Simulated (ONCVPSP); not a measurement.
## manganese (Mn), ONCV: configuration errors across variants

ONCVPSP 4.0.1 input, shortened (lines: element, Z, core and valence counts, functional; n l f; lmax; l rc ep ncon nbas qcut; lloc lpopt rc5 dvloc0; l nproj debl; icmod fcfact rcfact), PBEsol, scalar-relativistic:

```
  Mn 25.00    3    4  -116133      upf
    1    0    2.00
    2    0    2.00
    2    1    6.00
    3    0    2.00
    3    1    6.00
    3    2    5.00
    4    0    2.00
    2
    0    1.30    0.00    3    8    9.00
    1    1.00    0.00    5    8    8.00
    2    1.00    0.00    5    9   18.50
    2    5    1.00    0.00
    0    2    2.60
    1    2    3.30
    2    0    3.00
    3    3.25    1.15
```

All-electron excitation energies from the reference (eV): (1) 3s2 3p6 3d5 4s1 8.433; (2) 3s2 3p6 3d5 4s0 23.945; (3) 3s2 3p6 3d4 4s0 56.425; (4) 3s2 3p6 3d5 4s0 4p1 13.192.

A true bound ghost makes a file unfit for plane-wave use even where its test errors are small: the radial tests pick states by their node count and pass the ghost by.

Errors AE − PS in meV (a dash: test not solved or not reliable):

```
      change   (1)   (2)   (3)   (4)  bound ghosts  GHOST(+) flags above zero
        base  -0.3   0.0  -6.9  -0.2          none                          s
d: qcut 11.5  -0.3  -0.1   -10  +0.2          none                          p
d: qcut 18.6  -0.3   0.0  -6.9  -0.2          none                          s
d: qcut 21.7  -0.3   0.0  -6.8  -0.2          none                          s
d: qcut 24.1  -0.3  -0.1  -6.4  -0.2          none                          s
  d: qcut 27  -0.3   0.0  -0.9  +0.1             s                       none
```

(1) Give the same row for: d: qcut 13.9.

## Answers

(1) -0.3, -0.1, -8.3, -0.4; bound ghosts: none; GHOST(+) flags above zero: s, p.
